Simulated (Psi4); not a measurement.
H8N3Si3, doublet, geometry from GFN2-xTB, with bond 10-4 at 2.0 times its length; M06-2X/3-21G in Psi4 1.11.

Here is a job for Psi4.
```
memory 2 GB

molecule {
0 2
  N     0.55971367   -1.53872495    0.04242359
  Si    1.74366755   -0.37223987   -0.45101254
  N     1.07172766    1.21659613   -0.28450621
  Si   -0.54113351    1.69476235    0.09724242
  N    -1.52100506    0.28321148   -0.05036014
  Si   -1.12256371   -1.34147403    0.36812104
  H     0.89683550   -2.48503885    0.09435178
  H     2.88662688   -0.48252331    0.47586784
  H     1.71617840    1.96962549   -0.45530209
  H    -1.51578957    3.64533051   -1.86689242
  H    -0.57151753    2.24576177    1.46356901
  H    -2.50427635    0.46120329   -0.15274980
  H    -1.92630298   -2.22084544   -0.48973334
  H    -1.36172079   -1.62048613    1.79500807
}

set basis 3-21g
set reference uks
set dft_nuclear_scheme becke

energy('m06-2x')
print_variables()
```

What the program printed (banner, timings and long lists left out):

```
   => Loading Basis Set <=

    Name: 3-21G
    Role: ORBITAL
    Keyword: BASIS

         ---------------------------------------------------------
                                   SCF
               by Justin Turney, Rob Parrish, Andy Simmonett
                          and Daniel G. A. Smith
                              UKS Reference
         ---------------------------------------------------------

  ==> Geometry <==

    Molecular point group: c1
    Full point group: C1

    Geometry (in Angstrom), charge = 0, multiplicity = 2:

       Center              X                  Y                   Z               Mass
    ------------   -----------------  -----------------  -----------------  -----------------
         N            0.549376694930    -1.542080842327     0.063488271781    14.003074004430
         SI           1.733330574930    -0.375595762327    -0.429947858219    27.976926534650
         N            1.061390684930     1.213240237673    -0.263441528219    14.003074004430
         SI          -0.551470485070     1.691406457673     0.118307101781    27.976926534650
         N           -1.531342035070     0.279855587673    -0.029295458219    14.003074004430
         SI          -1.132900685070    -1.344829922327     0.389185721781    27.976926534650
         H            0.886498524930    -2.488394742327     0.115416461781     1.007825032230
         H            2.876289904930    -0.485879202327     0.496932521781     1.007825032230
         H            1.705841424930     1.966269597673    -0.434237408219     1.007825032230
         H           -1.526126545070     3.641974617673    -1.845827738219     1.007825032230
         H           -0.581854505070     2.242405877673     1.484633691781     1.007825032230
         H           -2.514613325070     0.457847397673    -0.131685118219     1.007825032230
         H           -1.936639955070    -2.224201332327    -0.468668658219     1.007825032230
         H           -1.372057765070    -1.623842022327     1.816072751781     1.007825032230

  Running in c1 symmetry.

  Rotational constants: A =      0.07421  B =      0.07024  C =      0.03809 [cm^-1]
  Rotational constants: A =   2224.61553  B =   2105.86814  C =   1141.85892 [MHz]
  Nuclear repulsion =  455.760456955724067

  Charge       = 0
  Multiplicity = 2
  Electrons    = 71
  Nalpha       = 36
  Nbeta        = 35

  ==> Algorithm <==

  SCF Algorithm Type is DF.
  DIIS enabled.
  MOM disabled.
  Fractional occupation disabled.
  Guess Type is SAD.
  Energy threshold   = 1.00e-06
  Density threshold  = 1.00e-06
  Integral threshold = 1.00e-12

  ==> Primary Basis <==

  Basis Set: 3-21G
    Blend: 3-21G
    Number of shells: 52
    Number of basis functions: 82
    Number of Cartesian functions: 82
    Spherical Harmonics?: false
    Max angular momentum: 1

  ==> DFT Potential <==

   => LibXC <=

    Version 7.1.2
    S. Lehtola, C. Steigemann, M. J. T. Oliveira, and M. A. L. Marques,  SoftwareX 7, 1–5 (2018) (10.1016/j.softx.2017.11.002)

   => Composite Functional: M06-2X <=

    Hybrid M06-2X Meta-GGA XC Functional  (10.1007/s00214-007-0310-x)
    Y. Zhao and D. G. Truhlar,  Theor. Chem. Acc., 120, 215, 2008

    Deriv               =              1
    GGA                 =           TRUE
    Meta                =           TRUE

    Exchange Hybrid     =           TRUE
    MP2 Hybrid          =          FALSE

   => Exchange Functionals <=

    1.0000   XC_HYB_MGGA_X_M06_2X

   => Exact (HF) Exchange <=

    0.5400               HF

   => Correlation Functionals <=

    1.0000   XC_MGGA_C_M06_2X

   => LibXC Density Thresholds  <==

    XC_MGGA_C_M06_2X:  1.00E-12
    XC_HYB_MGGA_X_M06_2X:  1.00E-15

   => Molecular Quadrature <=

    Radial Scheme          =       TREUTLER
    Pruning Scheme         =           NONE
    Nuclear Scheme         =          BECKE

    Blocking Scheme        =         OCTREE
    BS radius alpha        =              1
    Pruning alpha          =              1
[...]
     A         82      82
   -------------------------
    Total      82      82
   -------------------------

  ==> Iterations <==

                           Total Energy        Delta E     RMS |[F,P]|

   @DF-UKS iter SAD: -1031.24771378725836   -1.03125e+03   0.00000e+00
   @DF-UKS iter   1: -1031.45151861432487   -2.03805e-01   1.08594e-02 DIIS/ADIIS
   @DF-UKS iter   2: -1031.20513557124241    2.46383e-01   1.33293e-02 DIIS/ADIIS
   @DF-UKS iter   3: -1031.79062076702439   -5.85485e-01   9.26777e-04 DIIS/ADIIS
   @DF-UKS iter   4: -1031.79209678400230   -1.47602e-03   8.47766e-04 DIIS/ADIIS
   @DF-UKS iter   5: -1031.79552400959051   -3.42723e-03   7.20689e-05 DIIS
   @DF-UKS iter   6: -1031.79555939699912   -3.53874e-05   2.80579e-05 DIIS
   @DF-UKS iter   7: -1031.79556622729979   -6.83030e-06   1.48269e-05 DIIS
   @DF-UKS iter   8: -1031.79557100887291   -4.78157e-06   1.00156e-05 DIIS
   @DF-UKS iter   9: -1031.79557579543371   -4.78656e-06   1.12883e-05 DIIS
   @DF-UKS iter  10: -1031.79556593928874    9.85614e-06   6.33663e-06 DIIS
   @DF-UKS iter  11: -1031.79556326570832    2.67358e-06   1.57876e-06 DIIS
   @DF-UKS iter  12: -1031.79556326620491   -4.96584e-10   1.01304e-06 DIIS
   @DF-UKS iter  13: -1031.79556327401042   -7.80551e-09   4.13047e-07 DIIS
  Energy and wave function converged.

  ==> Post-Iterations <==

   Electrons on quadrature grid:
      Nalpha   =   35.9999907408 ; deviation = -9.259e-06
      Nbeta    =   35.0000132733 ; deviation = 1.327e-05
      Ntotal   =   71.0000040141 ; deviation = 4.014e-06

   @Spin Contamination Metric:   2.696586561E-03
   @S^2 Expected:                7.500000000E-01
   @S^2 Observed:                7.526965866E-01
   @S   Expected:                5.000000000E-01
   @S   Observed:                5.000000000E-01

    Orbital Energies [Eh]
    ---------------------

    Alpha Occupied:

[...]
    Alpha Virtual:

[...]
      82A      2.415122

    Beta Occupied:

[...]
    Beta Virtual:

[...]
    Final Occupation by Irrep:
              A
    DOCC [    35 ]
    SOCC [     1 ]
    NA   [    36 ]
    NB   [    35 ]

  @DF-UKS Final Energy: -1031.79556327401042

   => Energetics <=

    Nuclear Repulsion Energy =            455.7604569557240666
    One-Electron Energy =               -2332.4095180571007404
    Two-Electron Energy =                 885.8979545551464980
    DFT Exchange-Correlation Energy =     -41.0444567277803358
    Empirical Dispersion Energy =           0.0000000000000000
    VV10 Nonlocal Energy =                  0.0000000000000000
    Total Energy =                      -1031.7955632740104193

  UHF NO Occupations:
  HONO-2 :   34  A 1.9995939
  HONO-1 :   35  A 1.9993646
  HONO-0 :   36  A 1.0000000
  LUNO+0 :   37  A 0.0006354
  LUNO+1 :   38  A 0.0004061
  LUNO+2 :   39  A 0.0001898
  LUNO+3 :   40  A 0.0000454

Computation Completed

Properties will be evaluated at   0.000000,   0.000000,   0.000000 [a0]

Properties computed using the SCF density matrix

 Multipole Moments:

 ------------------------------------------------------------------------------------
     Multipole            Electronic (a.u.)      Nuclear  (a.u.)        Total (a.u.)
 ------------------------------------------------------------------------------------

 L = 1.  Multiply by 2.5417464519 to convert [e a0] to [Debye]
 Dipole X            :          2.5221284           -2.3078340            0.2142944
 Dipole Y            :         -2.2535386            1.3927582           -0.8607804
 Dipole Z            :         -0.3498801            0.9704216            0.6205415
 Magnitude           :                                                    1.0825603

 ------------------------------------------------------------------------------------

  Variable Map:
  ----------------------------------------------------------------------------
[...]
  Array Variable Map:
  ----------------------------------------------------------------------------
[...]
[...]
```
